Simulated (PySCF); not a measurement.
# Working out the excitation energy of Sn

Sn [Kr] 4d10 5s2 5p2 (3P) → Sn [Kr] 4d10 5s1 5p3 (5S). All numbers are calculated (PySCF 2.14, scalar relativity through the core potential, in aug-cc-pVTZ-PP with ECP28MDF). Frozen: 4s2 4p6 4d10. Energies in hartree (1 hartree = 27.21139 eV):

```
             part   Sn (lower)   Sn (upper)
              UHF  -213.340271  -213.231382
MP2 opposite-spin    -0.035996     0.000000
    MP2 same-spin    -0.007630    -0.015747
```

Question: What does Hartree-Fock give?

Answer: (-213.231382) − (-213.340271) = 0.108889 hartree = 2.963 eV.

Question: What do MP2 and SCS-MP2 (6/5 opposite-spin, 1/3 same-spin) give?

Answer: The opposite-spin parts differ by 0.980 eV and the same-spin parts by -0.221 eV. MP2: 2.963 + (0.980) + (-0.221) = 3.722 eV. SCS-MP2: 2.963 + 1.2 × (0.980) + (-0.221)/3 = 4.065 eV.

Measured between the centres of the two terms (NIST): 4.607 eV, so MP2 (valence) is off by -0.885 eV.

What remains against the reference includes basis incompleteness, the frozen core and correlation beyond second order.
